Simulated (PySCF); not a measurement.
## State search for BeBr⁺

Unrestricted PBE0; PySCF, spin-free X2C with a Gaussian nucleus, basis sets Be x2c-SVPall, Br x2c-SVPall. Outer shells of the fragments: Be+ 2s1; Br 3d10 4s2 4p5.

Followed along the bond (rough minima from three points):

```tsv
2Ms+1	unpaired	⟨S²⟩ at the start	R at minimum (Å)	Te (eV)
1	none	0.00	1.89	0.00
3	σ ↑, π ↑	2.00	none in the scan	≤ 2.49
```

Solutions found at the starting distance of 2.175 Å, counted from the lowest of them; the search is not exhaustive and high or unbound solutions are not listed, so other states can lie among these:

```tsv
2Ms+1	unpaired	term	E (eV)	⟨S²⟩	⟨Lz²⟩	μ (D)
1	none	¹Σ⁺	0.00	0.00	0.00	-10.34
3	σ ↑, π ↑	³Π	1.98	2.00	1.01	-3.51
1	σ ↑, π ↓	mixed	2.02	1.00	1.00	-3.47
3	σ ↑↑	³Σ⁺	3.82	2.00	0.00	-4.04
3	π ↑↑	mixed	4.34	2.01	2.00	-5.44
3	π ↑↑	mixed	4.51	2.01	2.00	-5.50
1	π ↑↓	mixed	4.52	1.01	2.00	-5.49
3	σ ↑, π ↑	³Π	6.20	2.00	1.00	-5.97
1	π ↑↓	mixed	9.31	1.01	2.01	2.04
```

A term symbol is given only where ⟨S²⟩ and ⟨Lz²⟩ are close to those of a pure state; real π, δ and φ orbitals otherwise mix terms. A positive dipole points towards Br; it is taken about the centre of mass and depends on that origin.

Counting both spins, an empty level lies below a filled one in some of these solutions, because spin and occupation are held.
